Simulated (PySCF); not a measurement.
Level of theory: ωB97X-D3(BJ)/def2-TZVP // B3LYP-D3(BJ)/def2-SVP in PySCF. Isolated molecules, 0 K electronic values unless said otherwise. One relaxed conformer stands for a flexible species; it need not be the lowest. Excitations are Tamm–Dancoff values on a coarser integration grid. The basis has no diffuse functions, so Rydberg states are missing or too high.

Reference species (SMILES): `C[SiH2][GeH2][CH3]` (C–Si–Ge–C torsion 179°) (neutral, multiplicity 1).

The brightest of the four lowest singlets (TDA) is 8.06 eV and the S1 oscillator strength is 0.051.

Changed species: `[SiH2]([GeH2][CH3])[GeH2][SiH2]C` (n = 2; the reference has n = 1).

Problem. Give the shifts of the brightest of the four lowest singlets (TDA) and S1 oscillator strength.

Solution. the brightest of the four lowest singlets (TDA) falls by 1.42 eV, to 6.64 eV; the S1 oscillator strength rises by 0.801, to 0.852.
